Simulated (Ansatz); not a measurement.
Program: Ansatz. Geometries: PBE0-D4/def2-TZVP. ΔE: electronic, gas phase. CBS: MP2 limit from def2 TZ/QZ plus the TZ coupled-cluster correction, frozen cores. Functionals use def2-TZVPP. HSE06 is defined as in plane-wave codes. For Br outer-core shells are correlated without core-valence functions, which leaves a few kJ/mol of doubt a bond. Scalar relativity is left out up to krypton. One conformer a species, not always the lowest.

Consider the ligand exchange at the Si–C bond: `[SiH3][C@H]1B[Si@@H]1Br` + `CBN` → `CBN[SiH3]` + `Br[SiH]1BC1`.

```json
{"level": "r2SCAN-D4", "ΔE (kJ/mol)": "-12.6", "difference from CCSD(T)/CBS": "0.5"}
{"level": "r2SCANh-D4", "ΔE (kJ/mol)": "-11.6", "difference from CCSD(T)/CBS": "1.5"}
{"level": "r2SCAN0-D4", "ΔE (kJ/mol)": "-10.2", "difference from CCSD(T)/CBS": "2.9"}
{"level": "HSE06-D4", "ΔE (kJ/mol)": "-7.5", "difference from CCSD(T)/CBS": "5.6"}
{"level": "CAM-B3LYP-D4", "ΔE (kJ/mol)": "-16.8", "difference from CCSD(T)/CBS": "-3.7"}
{"level": "PBE", "ΔE (kJ/mol)": "-12.1", "difference from CCSD(T)/CBS": "1.0"}
{"level": "r2SCAN", "ΔE (kJ/mol)": "-13.0", "difference from CCSD(T)/CBS": "0.1"}
{"level": "r2SCAN0", "ΔE (kJ/mol)": "-10.7", "difference from CCSD(T)/CBS": "2.4"}
{"level": "RPA@PBE/def2-TZVPP", "ΔE (kJ/mol)": "-16.7", "difference from CCSD(T)/CBS": "-3.6"}
{"level": "CCSD(T)/def2-TZVPP", "ΔE (kJ/mol)": "-14.3", "difference from CCSD(T)/CBS": "-1.2"}
{"level": "CCSD(T)/CBS", "ΔE (kJ/mol)": "-13.1", "difference from CCSD(T)/CBS": "0"}
```

Largest T1 diagnostic among the species: 0.012.

From BLYP to BHLYP (50 % exact exchange), in def2-TZVPP and without D4, ΔE moves by +5.8 kJ/mol. Leaving LDA and LC-ωPBE aside and taking each functional with its dispersion term where it has one, the values, not all of them listed here, spread over 13.5 kJ/mol, from BLYP-D4 to PBE0-D4. The D4 term adds +3.0 kJ/mol with B3LYP and +1.6 kJ/mol with PBE0; it sums over pairs of atoms, weighted by their polarisabilities, and B3LYP, whose exchange is more repulsive, gets the larger term.

B3LYP here is the variant with VWN-RPA as its local correlation; programs differ in this.
